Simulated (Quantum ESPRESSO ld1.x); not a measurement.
Results of a calculation; reference values are marked as such.
Te+, configuration [Kr] 4d10 5s2 5p2 5d1 (not the ground configuration). Level of theory: Dirac Kohn-Sham, HCTH/120, spin-unpolarised, spherical densities, point nucleus; open shells fill j = l - 1/2 first (ld1.x of Quantum ESPRESSO 7.5).

Normalised radial functions P(r) = r R(r) (large component), r in bohr:

```
   r/bohr * 4p3/2, o 5p1/2 (the largest magnitude, 1.11, reaches the edge; | marks zero, & curves that meet)
 0.002422                             &
 0.003821                             &
 0.006029                             o*
 0.009512                             |&
  0.01513                             |o *
  0.02387                             | o  *
  0.03766                             |  o     *
  0.05989                             |   o      *
  0.09449                             | o     *
   0.1491                       *  o  |
   0.2352            *          o     |
   0.3741                           * |o
   0.5902                             |        o                *
   0.9312                             |o                         *
    1.481               o             |        *
    2.337            o                |*
    3.687                     o       *
    5.817                            o*
    9.251                             &
     14.6                             &
```

4p3/2: eigenvalue -124.54 eV, 2 radial nodes at r = 0.125, 0.388 bohr, <r> = 0.828 bohr, 90 % of the charge inside 1.21 bohr. 5p1/2: eigenvalue -16.472 eV, 3 radial nodes at r = 0.118, 0.362, 0.968 bohr, <r> = 2.35 bohr, 90 % of the charge inside 3.46 bohr.
